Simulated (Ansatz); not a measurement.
C$_{3}$H$_{4}$F$_{4}$O (`FCOCC(F)(F)F`), relaxed with RKS PBE-D4/def2-SVP in Ansatz from a rough embedded geometry. The force threshold is 0.03 eV/Å; the program also tests the step.

The species carries charge 0 and has multiplicity 1.

Start:

```xyz
12

F    -1.939    0.547   -0.549
C    -0.773    0.799   -1.214
O     0.206    1.207   -0.247
C     0.277    0.407    0.818
C     0.746   -1.067    0.576
F    -0.206   -1.775   -0.123
F     1.858   -1.079   -0.177
F     0.973   -1.728    1.683
H    -0.457   -0.084   -1.794
H    -1.006    1.615   -1.913
H     1.006    0.798    1.544
H    -0.684    0.360    1.396
```

| step | energy (eV) | largest force (eV/Å) | largest move (Å) |
| --- | --- | --- | --- |
| 1 | -16061.9382 | 3.471 | 0.000 |
| 2 | -16062.1706 | 1.823 | 0.103 |
| 3 | -16062.2482 | 0.334 | 0.156 |
| 4 | -16062.2605 | 0.239 | 0.096 |
| 5 | -16062.2745 | 0.315 | 0.195 |
| 6 | -16062.2823 | 0.240 | 0.086 |
| 7 | -16062.2983 | 0.151 | 0.200 |
| 8 | -16062.3014 | 0.089 | 0.070 |
| 9 (rejected) | -16062.2949 | 0.313 | 0.154 |
| 10 (rejected) | -16062.2971 | 0.228 | 0.068 |
| 11 | -16062.3031 | 0.037 | 0.034 |
| 12 | -16062.3039 | 0.050 | 0.079 |
| 13 | -16062.3041 | 0.013 | 0.009 |

End:

```xyz
12

F    -2.033    1.450   -0.539
C    -0.944    0.870   -1.170
O     0.208    1.020   -0.408
C     0.241    0.247    0.777
C     0.945   -1.090    0.566
F     0.296   -1.861   -0.344
F     2.210   -0.931    0.132
F     0.982   -1.774    1.734
H    -1.197   -0.201   -1.348
H    -0.753    1.402   -2.125
H     0.818    0.810    1.538
H    -0.773    0.057    1.187
```

Hardware: 4 threads of an AMD EPYC 9R45 on a shared host. Wall time 8 s, peak host memory 0.2 GiB.
